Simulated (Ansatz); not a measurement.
CH₃Li, charge +1, doublet, at a GFN2-xTB geometry (such geometries of metal compounds can be far from the true shape) (a state made from the parent by changing its charge; the spin is typed, not shown lowest); PBE/aug-cc-pVDZ run with Ansatz (a quantum-chemistry and plane-wave program).

The Ansatz input:
Ansatz 0.2 input:
```yaml
crystal:
  periodic: [false, false, false]
  atoms:
    - {symbol: Li, position_ang: [-1.19438020, -0.71097745, -1.04751341]}
    - {symbol: C, position_ang: [0.34992791, 0.20830122, 0.30689908]}
    - {symbol: H, position_ang: [0.76466404, -0.67114483, 0.78102667]}
    - {symbol: H, position_ang: [-0.26665636, 0.84273862, 0.92942732]}
    - {symbol: H, position_ang: [0.98556544, 0.71153123, -0.40930822]}
basis:
  gaussian:
    orbitals: aug-cc-pVDZ
hamiltonian:
  xc: pbe
total_charge: 1
magnetization: {spin_polarized: true, initial_magnetization: 1}
```

### Question
What does Ansatz print? Leave out banner, timings and long lists.

### Answer

```
Functional definition: PBE
602 factors; their error is unknown
mean field evaluation 1: about -1268.6633 eV, gradient 4.7e1 eV
mean field evaluation 2: about -1259.3665 eV, gradient 5.5e1 eV
mean field evaluation 4: about -1280.3923 eV, gradient 3.4e-1 eV
mean field evaluation 8: about -1280.3748 eV, gradient 5.8e-2 eV
mean field evaluation 16: about -1280.3748 eV, gradient 7.2e-6 eV
mean field -1280.37478683 eV, -47.0529055470 hartree, gradient 7.2e-6 eV, S^2 0.752625; 0 other end points of the search recorded, 0 dependent functions left out
reference -1280.37486236 eV, -47.0529083224 hartree; 6, 5 occupied and 67, 68 virtual orbitals, 602 factors
Total energy: -1280.37486236 eV, -47.0529083224 hartree
```
